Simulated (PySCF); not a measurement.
## Highest orbital energy against ionisation energy along the 4p block

Calculated with PySCF 2.14, no spin-orbit coupling. Each cell gives −ε(HOMO) / ΔSCF in eV; NIST values include spin-orbit coupling, (s) semi-empirical, (t) theoretical.

| species | UHF | LDA | PBE | PBE0 | r2SCAN | NIST (lowest levels) |
| --- | --- | --- | --- | --- | --- | --- |
| Ga (x2c-TZVPPall, spin-free X2C) | 5.794 / 5.516 | 2.838 / 6.018 | 2.840 / 5.938 | 3.706 / 5.961 | 3.136 / 6.092 | 5.999 |
| Ge (x2c-TZVPPall, spin-free X2C) | 7.864 / 7.414 | 4.356 / 8.007 | 4.326 / 7.882 | 5.356 / 7.920 | 4.681 / 8.054 | 7.899 |
| As (x2c-TZVPPall, spin-free X2C) | 10.038 / 9.436 | 5.955 / 10.044 | 5.903 / 9.898 | 7.098 / 9.961 | 6.334 / 10.113 | 9.789 |
| Se (x2c-TZVPPall, spin-free X2C) | 9.416 / 8.543 | 5.743 / 9.888 | 5.625 / 9.631 | 6.805 / 9.624 | 5.939 / 9.686 | 9.752 |
| Br (x2c-TZVPPall, spin-free X2C) | 11.743 / 10.722 | 7.511 / 12.077 | 7.364 / 11.785 | 8.702 / 11.798 | 7.715 / 11.865 | 11.814 |
| Kr (x2c-TZVPPall, spin-free X2C) | 14.217 / 13.057 | 9.362 / 14.338 | 9.202 / 14.031 | 10.710 / 14.080 | 9.630 / 14.163 | 14.000 |

How far is −ε(HOMO) from ΔSCF on average for each method, and why?

UHF 0.73 eV; LDA -4.10 eV; PBE -3.98 eV; PBE0 -2.83 eV; r2SCAN -3.76 eV. Hartree-Fock orbital energies lack relaxation and so exceed the ΔSCF value; semilocal functionals have convex E(N) from self-interaction, so their HOMO lies far too high; exact exchange moves hybrids part of the way back.
